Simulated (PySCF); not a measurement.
Level sweep

Species: C2H5FGeO2.
Z-matrix (Å and degrees, PBE0-D3(BJ)/def2-SVP geometry), rows numbered from 1:
```
F 
Ge  1  1.7305
O   2  1.7707  1  108.15
C   3  1.4182  2  108.36  1  -119.18
C   4  1.5330  3  109.04  2    24.25
O   5  1.4194  4  108.56  3   -38.25
H   2  1.5203  1  107.23  3   129.67
H   4  1.1014  3  109.06  2   145.54
H   4  1.1063  3  109.61  2   -96.42
H   5  1.1009  4  111.12  3  -157.98
H   5  1.1062  4  110.30  3    82.14
```

PySCF, dipoles from the SCF density, polarisabilities from static response with core orbitals frozen. Geometry: PBE0-D3(BJ)/def2-SVP, one conformer, isolated molecule. Relativistic effects, spin–orbit coupling among them, are left out although an element past zinc is present.

Compare the levels for these properties.

```json
{"level": "LDA/def2-SVPD", "μ (D)": "2.244", "α (Å³)": "8.80", "anisotropy (Å³)": "2.51"}
{"level": "PBE/def2-SVPD", "μ (D)": "2.149", "α (Å³)": "8.73", "anisotropy (Å³)": "2.48"}
{"level": "B3LYP/def2-SVPD", "μ (D)": "2.248", "α (Å³)": "8.33", "anisotropy (Å³)": "2.31"}
{"level": "PBE0/def2-SVPD", "μ (D)": "2.231", "α (Å³)": "8.22", "anisotropy (Å³)": "2.25"}
{"level": "BHandHLYP/def2-SVPD", "μ (D)": "2.332", "α (Å³)": "7.86", "anisotropy (Å³)": "2.10"}
{"level": "CAM-B3LYP/def2-SVPD", "μ (D)": "2.299", "α (Å³)": "8.17", "anisotropy (Å³)": "2.17"}
{"level": "wB97X-D/def2-SVPD", "μ (D)": "2.257", "α (Å³)": "8.12", "anisotropy (Å³)": "2.14"}
{"level": "LC-wPBE/def2-SVPD", "μ (D)": "2.278", "α (Å³)": "7.98", "anisotropy (Å³)": "2.05"}
{"level": "HF/def2-SVPD", "μ (D)": "2.380", "α (Å³)": "7.35", "anisotropy (Å³)": "1.86"}
{"level": "PBE0/6-31G*", "μ (D)": "2.090", "α (Å³)": "6.93", "anisotropy (Å³)": "2.47"}
{"level": "PBE0/def2-SVP", "μ (D)": "2.130", "α (Å³)": "6.93", "anisotropy (Å³)": "2.46"}
{"level": "PBE0/aug-cc-pVDZ", "μ (D)": "2.185", "α (Å³)": "8.37", "anisotropy (Å³)": "2.35"}
{"level": "PBE0/def2-TZVP", "μ (D)": "2.125", "α (Å³)": "7.86", "anisotropy (Å³)": "2.42"}
{"level": "PBE0/def2-TZVPD", "μ (D)": "2.156", "α (Å³)": "8.37", "anisotropy (Å³)": "2.31"}
```

The anisotropy is √(½[(α1 − α2)² + (α2 − α3)² + (α3 − α1)²]). The dipole runs from 2.09 D (PBE0/6-31G*) to 2.38 D (HF/def2-SVPD). No reference polarisability is at hand; against PBE0 in the largest diffuse basis at hand (def2-TZVPD) the other PBE0 rows deviate by 6-31G* -17%, def2-SVP -17%, def2-SVPD -2%, aug-cc-pVDZ 0%, def2-TZVP -6%. In one basis (def2-SVPD) the functionals order the polarisability from HF (lowest) to LDA (highest), a spread of 20%. With PBE0 the polarisability is 7.24 Å³ without diffuse functions (mean of 6-31G*, def2-SVP and def2-TZVP) and 8.32 Å³ with them (mean of def2-SVPD, aug-cc-pVDZ and def2-TZVPD).

Without π bonds the low states are Rydberg-like; a valence basis with one diffuse set may place them up to an eV too high.
